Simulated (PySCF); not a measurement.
Molecule: C2BCl2 (charge -1, singlet). It need not be the lowest isomer of its formula. Whether it binds its extra electron was not tested at this geometry. SMILES: [C-]#CB(Cl)Cl
Structure (B3LYP-D3(BJ)/def2-TZVP (Ansatz) minimum search):
```xyz
5

C      2.8699    -0.0735     0.2720
C      1.6242    -0.0416     0.1540
B      0.1842    -0.0047     0.0175
Cl    -0.7767     1.5272    -0.1297
Cl    -0.8636    -1.4852    -0.0258
```
Charge -1, spin multiplicity 1.

Dispersion corrections to the total energy (kcal/mol) from the dftd3 and dftd4 libraries through PySCF: D3(BJ) without and D4 with the three-body term, each with the damping fitted for the functional named.

| functional | D3(BJ) | D4 |
|---|---|---|
| HF | -25.52 | -13.48 |
| PBE | -3.36 | -3.97 |
| B2GP-PLYP | … | -1.71 |
| B3LYP | -6.34 | … |
| PW6B95 | -2.04 | -3.42 |
| LC-wPBE | … | -4.47 |
| TPSSh | -4.14 | -4.88 |

Question: Complete the blanks.

Answer: 
- B2GP-PLYP, D3(BJ): -2.84
- B3LYP, D4: -6.51
- LC-wPBE, D3(BJ): -3.51
